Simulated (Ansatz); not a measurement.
## How basis sets differ on Si2H4F2 (SMILES F[SiH2][SiH2]F)

Si2H4F2 has 8 atoms, charge 0, and is taken as a singlet. As SMILES, `F[SiH2][SiH2]F`. The coordinates come from a PBE0-D4/def2-TZVP relaxation. This is one conformer, not always the lowest.

| atom | x (Å) | y (Å) | z (Å) |
| --- | --- | --- | --- |
| F | -1.9348 | 1.2058 | -0.2745 |
| Si | -0.3578 | 1.1281 | 0.0124 |
| Si | 0.3586 | -1.1096 | 0.0441 |
| F | 0.2810 | -1.7420 | -1.4288 |
| H | 0.3401 | 1.9142 | -1.0370 |
| H | -0.0998 | 1.7437 | 1.3416 |
| H | 1.7748 | -1.1640 | 0.4954 |
| H | -0.4771 | -1.9419 | 0.9468 |

Each level gives the dipole moment (D). The values are calculated.

```
       level          kind  program  value (D)  CPU time
   HF/STO-3G  Hartree–Fock   Ansatz       1.44     1.3 s
    HF/3-21G  Hartree–Fock   Ansatz       2.61     1.9 s
 HF/def2-SVP  Hartree–Fock   Ansatz       2.23     4.7 s
  HF/pcseg-1  Hartree–Fock   Ansatz       2.47     6.5 s
HF/jorge-TZP  Hartree–Fock   Ansatz       2.09     7.2 s
```

The values span 1.44 to 2.61 D. Sets without polarisation functions give poor dipoles. Without the sets that lack polarisation functions the rows with a basis span only 2.09 to 2.47 D. Times are those of the runs behind each value, whatever else they computed, on shared processors of several kinds: orders of magnitude only.
